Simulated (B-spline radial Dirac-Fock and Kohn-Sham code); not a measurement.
Pm³⁺: non-radiative channels of the M3 vacancy

System: Pm³⁺ in the configuration [Xe] 4f4, inside a Watson sphere of charge -3 and radius 1.6 Å (a model of the Madelung potential; inside it an electron's potential energy is raised by 27.0 eV).

Model: independent-particle rates on relativistic LDA orbitals of the hole state (multipoles up to L = 3, Coulomb Auger matrix elements, transition energies from Dirac-Fock). Program: a radial B-spline solver. Kinetic energies are configuration averages from the vacuum level; the two-hole energies are estimated from single-hole states.

```
transition  kinetic energy (eV)  width (meV)  share (%)
   M3-M5N2                19.32          842       12.0
   M3-M4N3                21.20          639        9.1
   M3-M5N3                45.28         1580       22.6
   M3-M4N4                139.6          100        1.4
   M3-M4N5                143.3         81.8        1.2
   M3-M5N4                162.6          420        6.0
   M3-M5N5                167.8          654        9.3
   M3-M4O1                239.2         25.1        0.4
   M3-M5O1                263.0          146        2.1
   M3-M4O3                266.4         79.8        1.1
   M3-M4N6                273.6         54.0        0.8
   M3-M4N7                273.8         82.3        1.2
   M3-M5O2                286.1          124        1.8
   M3-M5O3                290.3          206        2.9
   M3-M5N6                297.1          524        7.5
   M3-M5N7                297.9          629        9.0
   M3-N1N3                740.4         57.9        0.8
   M3-N2N3                808.0         67.9        1.0
   M3-N3N3                832.5         97.7        1.4
   M3-N3N4                949.8          134        1.9
   M3-N3N5                955.7          181        2.6
   M3-N3O3               1073.8         26.0        0.4
   M3-N3N6               1081.9         23.7        0.3
   M3-N3N7               1082.7         27.4        0.4
```

Coster-Kronig rates are the weakest part of this model and often come out 1.5 to 2.5 times too large. The listed channels hold 97 % of the non-radiative rate. Summed by principal shells, of 7.00 eV in all: MMN 80.2 %, MNN 9.7 %, MMO 8.6 %, MNO 1.5 %.

Values without a named source are computed, but for edge energies of neutral atoms, which are taken from tables.
